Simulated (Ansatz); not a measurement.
C$_{2}$H$_{7}$InS$_{2}$ (`C[CH2][In]([SH])[SH]`). Charge 0, multiplicity 1. In: def2 effective core potential.

Z-matrix (Å, degrees):
```
C
C 1 1.521
H 1 1.093 2 112.0
H 1 1.093 2 112.0 3 -120.5
H 1 1.095 2 111.2 3 119.8
In 2 2.153 1 113.6 3 60.2
H 2 1.093 1 111.6 3 -60.3
H 2 1.093 1 111.6 3 -179.3
S 6 2.388 2 125.0 1 179.8
S 6 2.395 2 121.9 1 -0.2
H 9 1.343 6 93.7 2 -180.0
H 10 1.344 6 93.5 2 0.0
```

Problem. List the harmonic frequencies (cm⁻¹, unscaled) at PBE0-D4/def2-TZVP in Ansatz. (Best estimate.)

Solution. Ansatz gave: 35, 64, 86, 97, 213, 225, 233, 261, 333, 354, 495, 637, 637, 666, 944, 971, 1048, 1199, 1254, 1409, 1452, 1491, 1496, 2708, 2714, 3037, 3066, 3100, 3103, 3125.

Problem. Is this a minimum?

Solution. Yes, all 30 modes are real.

Problem. Give the ideal-gas thermochemistry at 298.15 K and 1 bar (rigid rotor, harmonic oscillator; point group Cs, symmetry number 1).

Solution. Zero-point energy 218.0 kJ/mol; H(298) − E = 245.7 kJ/mol; entropy 420.2 J/(mol·K), of which translation 175.5, rotation 122.4, vibration 122.2; G(298) − E = 120.4 kJ/mol. Modes under 100 cm⁻¹ are hindered rotations or soft bends, so the harmonic entropy is rough.
